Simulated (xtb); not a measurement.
C4H7FSi, SMILES C1([SiH3])[C@@H](CC=1)F. All values are semi-empirical tight-binding results from xtb (GFN2-xTB unless named), good for trends rather than for accurate numbers. Coordinates come from a GFN2-xTB optimisation. The structure was generated by enumeration; whether it is a known compound was not checked.

Optimised geometry:

```xyz
13

F     -0.9619     1.4702     1.0102
C     -0.8849     0.7564    -0.1605
C     -1.9404    -0.3631    -0.3163
C     -0.7577    -1.2830    -0.4085
C      0.1667    -0.3347    -0.2102
Si     2.0275    -0.2534    -0.0265
H     -0.8469     1.4896    -0.9719
H     -2.5827    -0.2929    -1.1941
H     -2.5534    -0.4945     0.5741
H     -0.7033    -2.3414    -0.5879
H      2.3594     0.1342     1.3440
H      2.5326     0.7457    -0.9724
H      2.5638    -1.5783    -0.3395
```

- orbital gap: 4.23 eV
- dipole moment: 2.09 D
- zero-point energy: 57.2 kcal/mol
- G − E(el) at 298.15 K (modified RRHO): 37.4 kcal/mol
- static polarisability (D4 model): 74.0 bohr³
- solvation energy, GFN2-xTB/ALPB(water): -1.2 kcal/mol
- solvation energy, GFN2-xTB/ALPB(chcl3): -4.6 kcal/mol

Task: Give the atomic charges and the Wiberg bond orders between heavy atoms. (Estimate from the structure and the level; the computed values follow.)

Result: charges (e) F1 -0.26, C2 0.15, C3 -0.07, C4 -0.03, C5 -0.12, Si6 0.44, H7 0.03, H8 0.04, H9 0.06, H10 0.03, H11 -0.08, H12 -0.09, H13 -0.10. Bond orders F1–C2 0.93, C2–C3 0.98, C3–C4 1.03, C2–C5 0.99, C4–C5 1.88, C5–Si6 0.90.
